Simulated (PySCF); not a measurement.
C₅H₁₁Cl₃Ge₂, SMILES [CH](/[Ge]([CH3])([CH3])[CH3])=[CH]\[Ge]([Cl])([Cl])[Cl], GFN2-xTB optimised geometry.

```
21

Ge     1.24    -2.99     0.00
Cl     3.38    -2.99     0.00
Cl     0.63    -4.12    -1.72
Cl     0.61    -4.08     1.73
C      0.48    -1.15     0.00
C     -0.17    -0.63     1.03
Ge    -0.93     1.20     1.06
C      0.09     2.24     2.41
C     -0.75     2.01    -0.74
C     -2.83     1.03     1.59
H      0.63    -0.60    -0.91
H     -0.30    -1.23     1.92
H      0.01     1.77     3.39
H      1.13     2.30     2.14
H     -0.31     3.25     2.49
H     -1.24     1.40    -1.49
H      0.30     2.12    -1.02
H     -1.21     2.99    -0.76
H     -3.30     2.01     1.64
H     -2.92     0.56     2.56
H     -3.38     0.43     0.87
```

Density from CAM-B3LYP/def2-SVP (PySCF) at that geometry.

Minimum of the electron density along straight lines between bonded atoms, close to the bond critical point (lines longer than 1.1 times the sum of covalent radii, or with two minima, are not listed):

| bond | length / Å | ρ at the minimum / e bohr⁻³ | ∇²ρ there / e bohr⁻⁵ | position (fraction from the first atom) |
|---|---|---|---|---|
| Ge1–Cl2 | 2.144 | 0.102 | 0.14 | 0.44 |
| Ge1–Cl3 | 2.143 | 0.102 | 0.14 | 0.44 |
| Ge1–Cl4 | 2.138 | 0.103 | 0.14 | 0.44 |
| Ge1–C5 | 1.996 | 0.124 | -0.03 | 0.47 |
| C5–C6 | 1.319 | 0.347 | -0.93 | 0.51 |
| C6–Ge7 | 1.980 | 0.122 | 0.08 | 0.54 |
| Ge7–C8 | 1.987 | 0.123 | 0.03 | 0.47 |
| Ge7–C9 | 1.984 | 0.124 | 0.04 | 0.47 |
| Ge7–C10 | 1.986 | 0.123 | 0.03 | 0.47 |
| C5–H11 | 1.080 | 0.282 | -1.09 | 0.64 |
| C6–H12 | 1.083 | 0.281 | -1.07 | 0.64 |
| C8–H13 | 1.086 | 0.273 | -1.00 | 0.63 |
| C8–H14 | 1.086 | 0.274 | -1.00 | 0.63 |
| C8–H15 | 1.086 | 0.273 | -1.00 | 0.63 |
| C9–H16 | 1.086 | 0.273 | -1.00 | 0.63 |
| C9–H17 | 1.086 | 0.273 | -1.00 | 0.63 |
| C9–H18 | 1.086 | 0.273 | -0.99 | 0.63 |
| C10–H19 | 1.086 | 0.273 | -1.00 | 0.63 |
| C10–H20 | 1.086 | 0.273 | -1.00 | 0.63 |
| C10–H21 | 1.086 | 0.274 | -1.00 | 0.63 |
